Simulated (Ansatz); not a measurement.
The same ligand exchange along the group O, S, Se.

Computed with Ansatz on PBE0-D4/def2-TZVP structures; ΔE is electronic, products minus reactants. CCSD(T)/CBS is the MP2 limit (def2-TZVPP, def2-QZVPP) plus CCSD(T) − MP2 in def2-TZVPP, frozen cores. This one scheme is used for every species. Functionals use def2-TZVPP. For Se outer-core shells are correlated without core-valence functions, which leaves a few kJ/mol of doubt a bond. Scalar relativity is left out up to krypton.

| reaction | CCSD(T)/CBS(def2) (eV) |
| --- | --- |
| `[SiH3][SiH]1CO1` + HCl → `Cl[SiH]1CO1` + SiH₄ | -1.04 |
| `[SiH3][SiH]1CS1` + HCl → `Cl[SiH]1CS1` + SiH₄ | ? |
| `[SiH3][SiH]1C[Se]1` + HCl → `Cl[SiH]1C[Se]1` + SiH₄ | -0.89 |

Task: Fill in the missing values. (An estimate is asked.)

Result: Computed: `[SiH3][SiH]1CS1` + HCl → `Cl[SiH]1CS1` + SiH₄: -0.91 eV.

Largest T1 diagnostic: 0.015, for `[SiH3][SiH]1CO1`.
